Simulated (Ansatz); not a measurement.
The first iterations of a band of C3H8SSi (13 atoms, charge 0, multiplicity 1).

The calculation used RKS B3LYP/def2-SVP in Ansatz 0.2.0.

```
movable images  : 7
climbing image  : yes
spring          : 5.0 eV/Å²
optimiser       : quadratic models (default)
start path      : through a guess of the saddle point
force threshold : 0.2 eV/Å
iteration limit : 60
end points      : relaxed
```

Image 0:

```xyz
13
Properties=species:S:1:pos:R:3
C -2.566 -0.054 1.277
S -1.198 -1.232 1.032
C -0.061 -0.246 0.119
C 1.141 -0.670 -0.319
Si 2.314 0.416 -1.282
H -3.333 -0.587 1.857
H -3.002 0.259 0.317
H -2.238 0.826 1.848
H -0.406 0.777 -0.078
H 1.440 -1.703 -0.096
H 3.619 0.579 -0.570
H 2.618 -0.162 -2.627
H 1.692 1.762 -1.464
```

Image 8:

```xyz
13
Properties=species:S:1:pos:R:3
C -2.080 -0.709 1.274
S -1.943 0.973 0.605
C -0.367 0.966 -0.164
C 0.544 -0.024 -0.259
Si 2.180 0.189 -1.134
H -3.057 -0.760 1.775
H -1.287 -0.911 2.009
H -2.047 -1.461 0.471
H -0.172 1.950 -0.609
H 0.324 -0.998 0.194
H 3.330 -0.047 -0.208
H 2.325 -0.780 -2.264
H 2.270 1.578 -1.674
```

| iteration | highest image above the first end (eV) | largest band force component (eV/Å) |
| --- | --- | --- |
| 1 | 55.720 | 111.252 |
| 2 | 24.136 | 51.730 |
| 3 | 11.370 | 22.333 |

Question: Does the band converge within its limit, and where does its top end?

Answer: It converged. It ended after 10 iterations with the highest image 0.213 eV above the first end. The threshold of 0.2 eV/Å is loose, so the images may lie well off the minimum-energy path. Another band between the same ends (7 images) ends at a top of the same energy, where a vibrational analysis finds 1 clearly imaginary mode.

Time of the run: 4.3 min on 2 threads of Arm Neoverse V1, with other jobs on the host, peak memory 0.3 GiB.
